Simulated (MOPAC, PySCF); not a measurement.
Isomers of C4H4. All species are isolated molecules in the gas phase. Strings in code marks are SMILES.

Quantity: vertical ionisation energy (energy after one electron is removed minus that of the parent at the parent's geometry), in eV.

Level 1: PBE-D3(BJ)/def2-TZVP (PySCF)
Level 2: PBE/6-31G* // PBE-D3(BJ)/def2-TZVP (PySCF)
Level 3: minus the HOMO energy of AM1 // PBE-D3(BJ)/def2-TZVP (MOPAC)
Level 4: minus the HOMO energy of PM7 // PBE-D3(BJ)/def2-TZVP (MOPAC)

```tsv
species	level 2	level 3	level 4
`C1=CC=C1`	7.69	8.72	9.04
`C=C1C=C1`	8.05	8.80	9.20
```

Task: What does level 1 give for each?

Result: 
- `C1=CC=C1`: 7.92
- `C=C1C=C1`: 8.28
